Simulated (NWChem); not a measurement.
System: CH4FNSi2; SMILES F[Si@H]1C=N[SiH2]1

NWChem input:

```
start job
memory heap 200 mb stack 900 mb global 1100 mb
geometry units angstroms noautosym nocenter noautoz
  F     -0.323573    -2.213748    -0.554910
  Si    -0.000082    -0.909715     0.368776
  C      1.445352     0.251852    -0.095325
  N      0.974169     1.449567    -0.113141
  Si    -0.822141     1.243966    -0.009937
  H      0.103606    -1.418483     1.771531
  H      2.528834     0.080124    -0.243442
  H     -1.473694     2.081418     1.040869
  H     -1.450707     1.537008    -1.330246
end
basis spherical
  F library 6-31g*
  Si library 6-31g*
  C library 6-31g*
  N library 6-31g*
  H library 6-31g*
end
dft
  xc b3lyp
  iterations 150
end
property
  shielding
end
task dft property
```

NWChem printed, in part:

```
             Northwest Computational Chemistry Package (NWChem) 7.3.0
             --------------------------------------------------------

                             Geometry "geometry" -> ""
                             -------------------------

 Output coordinates in angstroms (scale by  1.889725989 to convert to a.u.)

  No.       Tag          Charge          X              Y              Z
 ---- ---------------- ---------- -------------- -------------- --------------
    1 F                    9.0000    -0.32357300    -2.21374800    -0.55491000
    2 Si                  14.0000    -0.00008200    -0.90971500     0.36877600
    3 C                    6.0000     1.44535200     0.25185200    -0.09532500
    4 N                    7.0000     0.97416900     1.44956700    -0.11314100
    5 Si                  14.0000    -0.82214100     1.24396600    -0.00993700
    6 H                    1.0000     0.10360600    -1.41848300     1.77153100
    7 H                    1.0000     2.52883400     0.08012400    -0.24344200
    8 H                    1.0000    -1.47369400     2.08141800     1.04086900
    9 H                    1.0000    -1.45070700     1.53700800    -1.33024600

 Effective nuclear repulsion energy (a.u.)     272.9005160365

                              NWChem Property Module
                              ----------------------

  itol2e modified to match energy
  convergence criterion.

                                 NWChem DFT Module
                                 -----------------

 Summary of "ao basis" -> "ao basis" (spherical)
 ------------------------------------------------------------------------------
       Tag                 Description            Shells   Functions and Types
 ---------------- ------------------------------  ------  ---------------------
 F                           6-31g*                  6       14   3s2p1d
 Si                          6-31g*                  8       18   4s3p1d
 C                           6-31g*                  6       14   3s2p1d
 N                           6-31g*                  6       14   3s2p1d
 H                           6-31g*                  2        2   2s

  itol2e modified to match energy
  convergence criterion.

            General Information
            -------------------
          SCF calculation type: DFT
          Wavefunction type:  closed shell.
          No. of atoms     :     9
          No. of electrons :    54
           Alpha electrons :    27
            Beta electrons :    27
          Charge           :     0
          Spin multiplicity:     1
          Use of symmetry is: off; symmetry adaption is: off
          Maximum number of iterations: 150
          AO basis - number of functions:    86
                     number of shells:    42
          Convergence on energy requested:  1.00D-07
          Convergence on density requested:  1.00D-05
          Convergence on gradient requested:  5.00D-04

              XC Information
              --------------
                         B3LYP Method XC Potential
                     Hartree-Fock (Exact) Exchange  0.200
                        Slater Exchange Functional  0.800 local
                    Becke 1988 Exchange Functional  0.720 non-local
              Lee-Yang-Parr Correlation Functional  0.810
                  VWN I RPA Correlation Functional  0.190 local

[...]

          -----------------------------------------
          Chemical Shielding Tensors (GIAO, in ppm)
          -----------------------------------------

                                NWChem CPHF Module
                                ------------------

  scftype          =     RHF
  nclosed          =       27
  nopen            =        0
  variables        =     1593
  # of vectors     =        3
  tolerance        = 0.10D-03
  level shift      = 0.00D+00
  max iterations   =       50
  max subspace     =       30

 SCF residual:    4.3193143382226920E-005

Iterative solution of linear equations
  No. of variables     1593
  No. of equations        3
  Maximum subspace       30
        Iterations       50
       Convergence  1.0D-04

   iter   nsub   residual    time
   ----  ------  --------  ---------
     1      3    7.04D-01      34.7
     2      6    1.12D-01      38.4
     3      9    2.32D-03      42.1
     4     12    2.47D-04      45.8
     5     15    1.78D-05      49.5

      Atom:    1  F
        Diamagnetic
    464.8137      5.6819      2.9673
      5.6819    482.2282     14.1829
      2.9673     14.1829    470.7220

        Paramagnetic
    -72.2372      5.7086    -38.7945
      5.7086   -123.6312      0.9798
    -38.7945      0.9798   -207.5372

        Total Shielding Tensor
    392.5764     11.3905    -35.8273
     11.3905    358.5971     15.1627
    -35.8273     15.1627    263.1849

           isotropic =     338.1194
          anisotropy =      97.4235

          Principal Components and Axis System
                 1           2           3
              403.0684    360.2298    251.0601

      1         0.9592     -0.1236      0.2544
      2         0.1681      0.9725     -0.1614
      3        -0.2274      0.1976      0.9535

      Atom:    2  Si
        Diamagnetic
    877.4675      1.1797      0.4031
      1.1797    885.1236      2.2231
      0.4031      2.2231    874.9010

        Paramagnetic
   -473.5026    -48.9706     29.3640
    -48.9706   -480.8814      0.2462
     29.3640      0.2462   -519.9490

        Total Shielding Tensor
    403.9649    -47.7908     29.7671
    -47.7908    404.2422      2.4693
     29.7671      2.4693    354.9521

           isotropic =     387.7197
          anisotropy =     102.0888

          Principal Components and Axis System
                 1           2           3
              455.7789    376.2158    331.1644

      1        -0.7235      0.4098     -0.5555
      2         0.6615      0.6417     -0.3881
      3        -0.1974      0.6482      0.7354

      Atom:    3  C
        Diamagnetic
    263.3785      0.8505     -3.1009
      0.8505    264.9719     -3.3763
     -3.1009     -3.3763    244.0048

        Paramagnetic
   -366.1972     21.6866     23.5938
     21.6866   -304.5451     25.1081
     23.5938     25.1081   -141.2775

        Total Shielding Tensor
   -102.8187     22.5370     20.4928
     22.5370    -39.5731     21.7318
     20.4928     21.7318    102.7274

           isotropic =     -13.2215
          anisotropy =    -146.4307

          Principal Components and Axis System
                 1           2           3
             -110.8420    108.6362    -37.4587

      1         0.9569      0.1122      0.2678
      2        -0.2834      0.1608      0.9454
      3        -0.0630      0.9806     -0.1857

      Atom:    4  N
        Diamagnetic
    330.2846    -12.7540     -0.3763
    -12.7540    326.0252     -0.9459
     -0.3763     -0.9459    308.1334

        Paramagnetic
   -836.8235    256.9297     25.0067
    256.9297   -688.5477     41.5219
     25.0067     41.5219    -67.0273

        Total Shielding Tensor
   -506.5389    244.1757     24.6304
    244.1757   -362.5225     40.5761
     24.6304     40.5761    241.1061

           isotropic =    -209.3184
          anisotropy =    -719.7103

          Principal Components and Axis System
                 1           2           3
             -689.1253    246.3643   -185.1943

      1         0.8006      0.0621      0.5960
      2        -0.5992      0.0911      0.7954
      3         0.0049      0.9939     -0.1101

      Atom:    5  Si
        Diamagnetic
    884.9799     -1.2893     -0.3848
     -1.2893    883.0025     -0.5475
     -0.3848     -0.5475    878.0155

        Paramagnetic
   -439.0978     42.3270    -12.8552
     42.3270   -461.7087    -18.1945
    -12.8552    -18.1945   -585.2775

        Total Shielding Tensor
    445.8821     41.0377    -13.2400
     41.0377    421.2938    -18.7419
    -13.2400    -18.7419    292.7380

           isotropic =     386.6380
          anisotropy =     138.5278

          Principal Components and Axis System
                 1           2           3
              478.9898    391.2365    289.6875

      1         0.7910     -0.6096      0.0511
      2         0.6005      0.7897      0.1252
      3        -0.1167     -0.0683      0.9908

      Atom:    6  H
        Diamagnetic
     22.2561     -0.1126      0.9055
     -0.1126     26.6085     -5.6716
      0.9055     -5.6716     36.2491

        Paramagnetic
      1.3995     -0.6646      0.2969
     -0.6646     -1.2217      4.0787
      0.2969      4.0787     -6.4929

        Total Shielding Tensor
     23.6556     -0.7772      1.2024
     -0.7772     25.3868     -1.5929
      1.2024     -1.5929     29.7563

           isotropic =      26.2662
          anisotropy =       6.4316

          Principal Components and Axis System
                 1           2           3
               30.5539     24.9490     23.2957

      1         0.1973     -0.2161      0.9562
      2        -0.3158      0.9094      0.2707
      3         0.9281      0.3554     -0.1112

      Atom:    7  H
        Diamagnetic
     42.2609     -2.8701     -2.7484
     -2.8701     24.5293      0.0812
     -2.7484      0.0812     21.7586

        Paramagnetic
    -22.0135      5.9680      2.3900
      5.9680     -2.2889     -0.2243
      2.3900     -0.2243      1.5541

[...]
```

Level: B3LYP/6-31G* (spherical d), GIAO. All runs use the structure optimised with PBE0/def2-SVP. The printed shielding anisotropy is the first printed principal value minus the mean of the other two.
